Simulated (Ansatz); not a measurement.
`C[B]Br` radical. Charge 0, multiplicity 2. Geometry: relaxed with PBE0-D4/def2-TZVP.

```xyz
6

C    -0.032    0.565    0.021
B    -0.132   -0.795   -0.700
Br    0.316   -2.481    0.026
H    -0.985    0.705    0.549
H     0.763    0.601    0.773
H     0.070    1.404   -0.669
```

(1) What is the dipole moment at r2SCAN/def2-TZVPP? (Best estimate.)

(2) And with PBE, B3LYP, ωB97M-V? (An estimate is asked.)

(3) Give the Mulliken charges with r2SCAN, B3LYP, ωB97M-V in def2-TZVPP. (Best estimate.)

## Answers

(1) Ansatz gave: 1.47 D, with components (0.02, 1.31, 0.67) D in this frame, pointing from negative to positive charge.

(2) Ansatz gave: PBE 1.40 D, B3LYP 1.40 D, ωB97M-V 1.43 D.

(3) Computed: 
| atom | r2SCAN | B3LYP | ωB97M-V |
| --- | --- | --- | --- |
| C1 | -0.18 | -0.25 | -0.29 |
| B2 | -0.01 | -0.01 | -0.04 |
| Br3 | -0.06 | -0.06 | -0.05 |
| H4 | 0.08 | 0.10 | 0.12 |
| H5 | 0.08 | 0.11 | 0.12 |
| H6 | 0.09 | 0.12 | 0.13 |

B3LYP here is the variant with VWN-RPA as its local correlation; programs differ in this.
